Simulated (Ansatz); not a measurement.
Correlation energies of CH$_{7}$FOSi$_{2}$, SMILES `O[SiH2][SiH2]CF` by basis set

Cartesian coordinates in Å:
```
O 2.1772 -1.0443 1.5967
Si 1.5199 -0.3961 0.2234
Si -0.7724 0.0593 0.4753
C -1.4677 0.8939 -1.0872
F -1.1780 0.1265 -2.2120
H 1.8684 -1.9090 1.8695
H 2.2620 0.8680 -0.0137
H 1.7170 -1.2966 -0.9478
H -1.0106 0.9925 1.6136
H -1.5328 -1.1951 0.7407
H -1.0287 1.8869 -1.2301
H -2.5542 1.0139 -1.0283
```

Charge 0, multiplicity 1. All single points use the PBE0-D4/def2-TZVP geometry. It is one conformer, not always the lowest. Frozen core, restricted reference, Ansatz 0.2.0. CBS rows extrapolate triple and quadruple zeta; past MP2 they add the triple-zeta difference.

```
     basis     HF (Eh)  MP2 corr.
def2-TZVPP  -794.25655   -0.90861
def2-QZVPP  -794.28472   -0.98299
```

(1) Estimate the CCSD correlation energy and the (T) correction in each basis where they were run (hartree).

Answers

(1) 
| basis | CCSD corr. | (T) |
| --- | --- | --- |
| def2-TZVPP | -0.95979 | -0.03249 |
| CBS(def2) | -1.08926 | as TZ |
